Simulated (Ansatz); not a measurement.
Relaxation of BrClGaH3O2 (8 atoms, charge 0, multiplicity 1), to a largest force component of 0.03 eV/Å in at most 50 steps.

These are results of Ansatz 0.2.0, RHF/def2-SVP, not measurements.

```xyz
8
Properties=species:S:1:pos:R:3
Ga -0.097 0.830 0.004
Br 2.071 0.087 0.688
O -0.353 1.241 -1.675
O -1.331 1.076 1.217
H 0.886 -2.416 0.187
Cl -0.320 -2.693 -0.218
H 0.323 1.071 -2.312
H -1.180 0.805 2.109
```

Q: Where does it end, and by what steps?

A: The forces met the threshold. After 11 steps the energy has fallen by 0.099 eV; Cl6 moved furthest, 0.37 Å.

```tsv
step	energy less start (eV)	largest force component (eV/Å)	accepted
0	0.0000	0.823	yes
1	-0.0109	1.792	yes
2	-0.0121	1.171	yes
3	-0.0238	1.128	yes
4	-0.0565	0.595	yes
5	-0.0846	0.182	yes
6	-0.0973	0.031	yes
7	-0.0983	0.085	yes
8	-0.0985	0.078	yes
9	-0.0985	0.157	yes
10	-0.0992	0.066	yes
11	-0.0994	0.020	yes
```

```xyz
8
Properties=species:S:1:pos:R:3
Ga -0.045 0.719 0.024
Br 2.131 0.384 0.744
O -0.356 1.080 -1.665
O -1.328 0.925 1.202
H 0.790 -2.604 0.135
Cl -0.390 -2.334 -0.265
H 0.345 1.028 -2.294
H -1.147 0.803 2.120
```

Whether the end is a true minimum wasn't checked by a vibrational analysis.

The run took 82 s on 2 threads of AMD EPYC 7571, with other jobs on the host, peak memory 0.37 GiB.
